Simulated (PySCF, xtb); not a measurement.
1,1,1-trifluoropropane (C₃H₅F₃), SMILES CCC(F)(F)F.

GFN2-xTB (xtb 6.7.1) at its own geometry gives an orbital gap of 13.41 eV and a dipole moment of 3.21 D.

Geometry: TPSSh-D3(BJ)/def2-SVP.

Task: What does PySCF with PBE/def2-TZVP give? (An estimate is asked for; the answer gives what the named calculation found.)

Result: gap 8.99 eV (levels -8.63 and 0.37 eV), dipole 2.25 D.
